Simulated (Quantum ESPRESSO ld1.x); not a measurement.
Results of a calculation; reference values are marked as such.
Species: Cu+. Configuration: [Ar] 3d10. Level of theory: non-relativistic Kohn-Sham, LDA (Slater exchange, Perdew-Wang correlation), spin-polarised, spherical densities, point nucleus (ld1.x of Quantum ESPRESSO 7.5).

Unscreened Slater integrals over Kohn-Sham orbitals (eV). They are taken over the spin-up orbitals.

integral,value
"F0(3d,3d)",25.690
"F2(3d,3d)",11.390
"F4(3d,3d)",6.9974
"F0(3d,3p)",28.675
"F2(3d,3p)",13.141
"G1(3d,3p)",16.235
"G3(3d,3p)",9.7498
"F0(3d,3s)",29.164
"G2(3d,3s)",12.165
"F0(3d,2p)",37.268
"F2(3d,2p)",6.9676
"G1(3d,2p)",5.2038
"G3(3d,2p)",2.9589
"F0(3p,3p)",32.587
"F2(3p,3p)",16.199
"F0(3p,3s)",33.194
"G1(3p,3s)",21.902
"F0(3p,2p)",44.481
"F2(3p,2p)",8.8290
"G0(3p,2p)",3.3884
"G2(3p,2p)",3.5736
"F0(3s,3s)",33.856
"F0(3s,2p)",45.227
"G1(3s,2p)",3.6687
"F0(2p,2p)",119.44
"F2(2p,2p)",56.434
